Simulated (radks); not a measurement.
Excited configurations of Sr+: one electron is placed in a higher orbital outside [Kr]. The ground configuration is [Kr] 5s1. Method: scalar-relativistic Kohn-Sham, PBEsol, spin-unpolarised, spherical densities, finite nucleus; Fermi nuclear charge, rms radius 4.224 fm; computed with a radial shooting solver on a logarithmic mesh with Libxc functionals. Excitation = E - E(ground); binding = E(ion) - E, where the ion is the core of charge +2; n* = 2/sqrt(2 binding) in atomic units, and the quantum defect is n - n*.

outer orbital  excitation (eV)  binding (eV)     n*  quantum defect  eigenvalue (eV)  <r> (bohr)
4f                       7.419         3.476  3.957           0.043           -2.469       8.722
5p                       2.924         7.971  2.613           2.387           -6.023       4.848
5d                       6.228         4.667  3.415           1.585           -3.488       7.552
5f                       8.553         2.342  4.821           0.179           -1.776       14.87
6s                       5.557         5.338  3.193           2.807           -4.213       7.910
6p                       6.591         4.304  3.556           2.444           -3.358       9.383
6d                       8.021         2.875  4.351           1.649           -2.242       13.27
6f                       9.222         1.673  5.703           0.297           -1.308       22.37
7s                       7.722         3.173  4.142           2.858           -2.549       13.31

The Delta-SCF ionisation energy is 10.895 eV (NIST Atomic Spectra Database: 11.030 eV, measured). Self-interaction in the functional shifts the binding energies and quantum defects, so they are the method's values and not measured ones. Spin polarisation and multiplet splitting are left out, so open shells lie too high by an amount that depends on their filling.

Beside tabulated values, note that spin-unpolarised runs miss the spin-polarisation part of the exchange energy of open shells.
